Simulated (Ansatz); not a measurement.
Geometry optimisation, UKS PBE0-D4/6-31G* (Ansatz).

input.yaml

```yaml
crystal:
  periodic: [false, false, false]
  atoms:
    - { symbol: O, position_ang: [-1.629, 0.7928, -0.8193] }
    - { symbol: Si, position_ang: [-0.1261, 1.3307, -0.5624] }
    - { symbol: P, position_ang: [0.5461, 0.341, 1.2461] }
    - { symbol: Si, position_ang: [0.925, -1.6274, 0.3222] }
    - { symbol: H, position_ang: [-2.3666, 1.4028, -0.4803] }
    - { symbol: H, position_ang: [-0.1691, 2.8066, -0.3167] }
    - { symbol: H, position_ang: [0.7594, 1.0348, -1.7258] }
    - { symbol: H, position_ang: [-0.639, 0.1214, 1.8529] }
    - { symbol: H, position_ang: [-0.3989, -2.0853, -0.2718] }
    - { symbol: H, position_ang: [1.9577, -1.5737, -0.639] }
    - { symbol: H, position_ang: [1.2058, -2.6008, 1.4148] }
magnetization:
  spin_polarized: true
basis:
  gaussian: { orbitals: "6-31G*" }
hamiltonian:
  xc: pbe0
  dispersion: d4
relax:
  f_tol: 0.02
  max_steps: 50
```

Run as:

```bash
$ ansatz run input.yaml --threads 2 --pin off --max-ram 3072MiB --backend cpu --events-out ev --progress --plain --runs-dir out
```

**Question.** Where does it end, and by what steps?

**Answer.** The run converged. After 16 steps the energy has fallen by 0.568 eV; H5 moved furthest, 1.11 Å.

| step | energy less start (eV) | largest force component (eV/Å) | accepted |
| --- | --- | --- | --- |
| 0 | 0.0000 | 3.432 | yes |
| 1 | -0.3864 | 0.898 | yes |
| 2 | -0.4842 | 0.344 | yes |
| 3 | -0.4946 | 0.125 | yes |
| 4 | -0.5090 | 0.220 | yes |
| 5 | -0.5245 | 0.233 | yes |
| 6 | -0.5266 | 0.563 | yes |
| 7 | -0.5411 | 0.233 | yes |
| 8 | -0.5542 | 0.075 | yes |
| 9 | -0.5497 | 0.528 | no |
| 10 | -0.5553 | 0.099 | yes |
| 11 | -0.5639 | 0.037 | yes |
| 12 | -0.5664 | 0.026 | yes |
| 13 | -0.5647 | 0.122 | no |
| 14 | -0.5672 | 0.038 | yes |
| 15 | -0.5675 | 0.021 | yes |
| 16 | -0.5675 | 0.013 | yes |

```xyz
11
Properties=species:S:1:pos:R:3
O -1.246 0.673 -1.351
Si -0.069 1.519 -0.528
P 0.914 0.424 1.176
Si 0.610 -1.669 0.389
H -2.024 0.414 -0.843
H -0.594 2.795 0.040
H 0.974 1.793 -1.545
H -0.210 0.432 2.050
H -0.823 -2.036 0.202
H 1.318 -1.766 -0.915
H 1.215 -2.635 1.347
```

Whether the end is a true minimum wasn't checked by a vibrational analysis.

Time of the run: 52 s on 2 threads of Intel(R) Xeon(R) Platinum 8488C (Sapphire Rapids), with other jobs on the host, peak memory 0.28 GiB.
